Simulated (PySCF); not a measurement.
F4Ti, multiplicity 1. Atoms are numbered in the order given.

```xyz
5

Ti     0.0000     0.0000     0.0000
F     -1.0016     1.0016    -1.0016
F      1.0016     1.0016     1.0016
F      1.0016    -1.0016    -1.0016
F     -1.0016    -1.0016     1.0016
```

Geometry optimised at B3LYP-D3(BJ)/def2-SVP. The spin state was assumed, not searched. The isomer is the one that the SMILES or the coordinates give; other isomers of the formula were not compared.

Computed with HF/def2-TZVP (PySCF).

Gas-phase values at a fixed geometry.

Computed frontier levels, gap, dipole moment and polarisability:
The highest occupied level is -18.04 eV and the lowest empty level comes out as 1.48 eV. The orbital gap is 19.52 eV and the dipole moment is 0.00 D. The quadrupole, principal values (traceless, Buckingham form, about the centre of nuclear charge) is 0.00, 0.00, 0.00 D·Å and the mean static polarisability is 23.7 bohr³ (3.51 Å³). The polarisability, principal values is 23.7, 23.7, 23.7 bohr³.
